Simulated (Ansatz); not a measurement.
`[NH2][GaH][CH2][SiH3]` and `[NH2][GaH][CH2]S` differ in one atom or group.

Ansatz, PBE0-D4/def2-TZVP geometries, multiplicity 1. Each molecule was computed in one conformer, which needn't be the lowest.

Scalar relativity is left out up to krypton.

```csv
property,`[NH2][GaH][CH2][SiH3]`
HOMO–LUMO gap (PBE0/def2-TZVPP) / eV,6.78
LUMO energy (PBE/def2-TZVPP) / eV,-1.31
HOMO energy (ωB97M-V/def2-TZVPP) / eV,-9.69
size of the dipole moment (B3LYP/def2-TZVPP) / D,0.88
HOMO energy (PBE0/def2-TZVPP) / eV,-7.31
HOMO energy (B3LYP/def2-TZVPP) / eV,-7.08
```

Q: What does the change do to each property? (Estimate.)

A: The calculation gave: 
```json
{"property": "HOMO–LUMO gap (PBE0/def2-TZVPP) / eV", "`[NH2][GaH][CH2]S`": "6.10", "shift": "-0.68"}
{"property": "LUMO energy (PBE/def2-TZVPP) / eV", "`[NH2][GaH][CH2]S`": "-1.22", "shift": "0.09"}
{"property": "HOMO energy (ωB97M-V/def2-TZVPP) / eV", "`[NH2][GaH][CH2]S`": "-8.73", "shift": "0.96"}
{"property": "size of the dipole moment (B3LYP/def2-TZVPP) / D", "`[NH2][GaH][CH2]S`": "1.50", "shift": "0.62"}
{"property": "HOMO energy (PBE0/def2-TZVPP) / eV", "`[NH2][GaH][CH2]S`": "-6.55", "shift": "0.76"}
{"property": "HOMO energy (B3LYP/def2-TZVPP) / eV", "`[NH2][GaH][CH2]S`": "-6.32", "shift": "0.76"}
```

With PBE0 the HOMO rises by 0.76 eV and the LUMO rises by 0.07 eV, so the gap narrows by about 0.69 eV. PBE moves the HOMO by 0.64 eV and ωB97M-V by 0.96 eV. The zero-point energy changes by -39.8 kJ/mol with -6 modes. Dipoles are sizes alone; their direction can turn.

Positive LUMOs are unbound, so they and the gaps depend on the basis.

B3LYP here is the variant with VWN-RPA as its local correlation; programs differ in this.
